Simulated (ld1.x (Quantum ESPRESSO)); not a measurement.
B (Z = 5), TM semilocal: configuration errors across variants

B, norm-conserving Troullier–Martins (semilocal form), made with ld1.x (Quantum ESPRESSO) 7.5 (PBE, scalar-relativistic). Core [He], reference 2s2 2p0.75 (charge +0.25). Waves: 2s (bound): rc 0.95 bohr; 3d channel at 0.45 Ry: rc 2.20 bohr; 2p (bound): rc 2.15 bohr. Local part: the p channel. Core correction: none.

All-electron excitation energies from the reference (eV): (1) 2s2 2p1 -1.163; (2) 2s2 2p0 7.056; (3) 2s1 2p0 32.479; (4) 2s0 2p3 10.557; (5) 2s1 2p1 13.197; (6) 2s2 2p0.5 1.724; (7) 2s2 2p1.3 -1.902.

A semilocal file is local in each channel, so a ghost entry of none says nothing of the separable form that plane-wave codes build from it.

3 further variants failed, have other tests or another functional or relativity, and are left out.

Errors AE − PS in meV (a dash: test not solved or not reliable):

```csv
change,(1),(2),(3),(4),(5),(6),(7),bound ghosts
base,+0.8,+31,+116,+74,-11,+1.7,+2.0,none
wave 3d channel at 0.45 Ry: rc 2.20 bohr becomes 3d channel at -0.12 Ry: rc 2.20 bohr,+0.8,+31,+116,+74,-11,+1.7,+2.0,none
core correction a·sin(br)/r model core inside 0.86 bohr,+0.6,+24,+113,+29,-9.0,+1.3,+1.4,none
```

**Question.** Give the same row for: wave 2p (bound): rc 2.15 bohr becomes 2p (bound): rc 2.94 bohr.

**Answer.** +1.5, +60, +222, +19, -52, +3.6, +3.1; bound ghosts: none.
